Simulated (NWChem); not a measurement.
## Atomisation of H₃BCl₂Si

```xyz
7

B      0.0514    -0.0513     0.0672
Cl     1.7081    -0.2850    -0.4849
Cl    -0.4511    -0.8338     1.5602
Si    -1.2171     1.0829    -1.0405
H     -2.5448     1.2885    -0.3638
H     -1.4486     0.4020    -2.3661
H     -0.5919     2.4252    -1.3206
```
Charge 0, spin multiplicity 1.

All runs are NWChem calculations. The geometry was optimised at PBE/def2-SVP, a minimum by its harmonic frequencies.

Basis set: def2-TZVP. The atomisation energy is electronic alone: no zero-point, thermal, spin-orbit or counterpoise terms. No value is extrapolated to the basis-set limit. Free atoms are single determinants with multiplicities B 2, Cl 2, Si 3, H 2.

B3LYP has NWChem's definition, with VWN1-RPA local correlation. The structure started from a generated list of species. No SCF solution was tested for a lower state.

Question: For the atomisation energy, B3LYP gives 510.7 kcal/mol and PBE0 gives 518.4 kcal/mol. What do PBE, BHandHLYP, r2SCAN give?

Answer: PBE: 522.9 kcal/mol; BHandHLYP: 503.1 kcal/mol; r2SCAN: 525.4 kcal/mol.
